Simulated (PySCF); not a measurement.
Compound: C5H3FOS.
Geometry (PBE0-D3(BJ)/def2-SVP, Å), atoms numbered from 1 in this order:
```xyz
11
C5H3FOS angstrom
O      2.794    1.195    0.524
C      2.122    0.253    0.260
F      2.671   -0.955    0.056
C      0.673    0.206    0.111
C     -0.127   -0.872   -0.207
C     -1.496   -0.524   -0.267
C     -1.704    0.808    0.008
S     -0.252    1.646    0.333
H      0.276   -1.869   -0.387
H     -2.300   -1.222   -0.503
H     -2.655    1.341    0.032
```

Theory: PBE0-D3(BJ)/def2-SVP geometry optimisation, gas phase in PySCF 2.14.0.

Take the most abundant isotopes and a rigid rotor. The values belong to one conformer with, in the numbering `[O:1]=[C:2]([F:3])[c:4]1[cH:5][cH:6][cH:7][s:8]1`, O1–C2–C4–C5 179°.

Question: Give the principal moments of inertia and the rotational constants in MHz.

Answer: Ia = 136.46, Ib = 359.00, Ic = 495.46 u·Å²; 505379 MHz·u·Å²/I gives A = 3703, B = 1408, C = 1020 MHz.

Question: What kind of rotor is it?

Answer: An asymmetric top. Ray's parameter κ = (2B − A − C)/(A − C) = -0.711; −1 is the prolate and +1 the oblate limit.

Question: What does the inertial defect say?

Answer: Planar: Δ = Ic − Ia − Ib = 0.00 u·Å². For a rigid frame Δ = −2 Σ m c², so it vanishes when all atoms lie in the ab plane; here none is more than 0.01 Å from it.

Question: List the rotational levels J(Ka,Kc) to J = 4 (cm⁻¹).

Answer: Above 0(0,0):
J = 1: 1(0,1) 0.0810, 1(1,1) 0.1576, 1(1,0) 0.1705
J = 2: 2(0,2) 0.2414, 2(1,2) 0.3066, 2(1,1) 0.3454, 2(2,1) 0.5751, 2(2,0) 0.5766
J = 3: 3(0,3) 0.4785, 3(1,3) 0.5292, 3(1,2) 0.6067, 3(2,2) 0.8181, 3(2,1) 0.8254, 3(3,1) 1.2342, 3(3,0) 1.2343
J = 4: 4(0,4) 0.7885, 4(1,4) 0.8246, 4(1,3) 0.9532, 4(2,3) 1.1408, 4(2,2) 1.1621, 4(3,2) 1.5608, 4(3,1) 1.5616, 4(4,1) 2.1397, 4(4,0) 2.1397
Those of J = 1 are B + C, A + C and A + B.

Question: Which lines would a microwave search look for?

Answer: The dipole components are |μa| = 3.74 D, |μb| = 1.66 D, |μc| = 0.00 D; the mirror of this Cs structure is the ab plane, so μc vanishes by symmetry and there are no c-type lines. Intensities carry the squares of the components, which stand as 1.00 : 0.20 (a : b). Some lines, for components of 0.1 D or more:

| type | branch | J(Ka,Kc) | MHz | lower level (cm⁻¹) |
| --- | --- | --- | --- | --- |
| a | Q | 1(1,0) ← 1(1,1) | 388 | 0.158 |
| a | Q | 2(1,1) ← 2(1,2) | 1163 | 0.307 |
| a | Q | 3(1,2) ← 3(1,3) | 2323 | 0.529 |
| b | R | 2(0,2) ← 1(1,1) | 2515 | 0.158 |
| b | Q | 1(1,0) ← 1(0,1) | 2683 | 0.081 |
| b | Q | 2(1,1) ← 2(0,2) | 3116 | 0.241 |
| a | R | 2(1,2) ← 1(1,1) | 4468 | 0.158 |
| b | R | 1(1,1) ← 0(0,0) | 4723 | 0.000 |
| a | R | 2(0,2) ← 1(0,1) | 4810 | 0.081 |
| a | R | 2(1,1) ← 1(1,0) | 5243 | 0.170 |
| b | Q | 3(2,1) ← 3(1,2) | 6557 | 0.607 |
| a | R | 3(1,3) ← 2(1,2) | 6675 | 0.307 |
| b | R | 2(1,2) ← 1(0,1) | 6764 | 0.081 |
| b | Q | 2(2,0) ← 2(1,1) | 6932 | 0.345 |
| a | R | 3(0,3) ← 2(0,2) | 7107 | 0.241 |
| a | R | 3(2,2) ← 2(2,1) | 7283 | 0.575 |
| a | R | 3(2,1) ← 2(2,0) | 7460 | 0.577 |
| a | R | 3(1,2) ← 2(1,1) | 7835 | 0.345 |
| b | Q | 2(2,1) ← 2(1,2) | 8050 | 0.307 |
| b | Q | 3(2,2) ← 3(1,3) | 8659 | 0.529 |
| b | R | 2(2,1) ← 1(1,0) | 12130 | 0.170 |
| b | Q | 3(3,0) ← 3(2,1) | 12256 | 0.825 |
| b | Q | 3(3,1) ← 3(2,2) | 12475 | 0.818 |
| b | R | 2(2,0) ← 1(1,1) | 12563 | 0.158 |
| b | R | 3(2,2) ← 2(1,1) | 14170 | 0.345 |
| b | R | 3(3,1) ← 2(2,0) | 19713 | 0.577 |
| b | R | 3(3,0) ← 2(2,1) | 19761 | 0.575 |

Question: Estimate the classical rotational partition function at 25 K, 100 K and 500 K.

Answer: Point group Cs, symmetry number σ = 1; q = (√π/σ)·√((kT/h)³/(ABC)), k/h = 20836.6 MHz/K: 9140 at 25 K, 73100 at 100 K, 817000 at 500 K.

PBE0-D3(BJ)/def2-SVP frequencies: not computed here. These are rigid-rotor constants of the computed structure; measured ground-state constants (B0) also hold zero-point vibration.
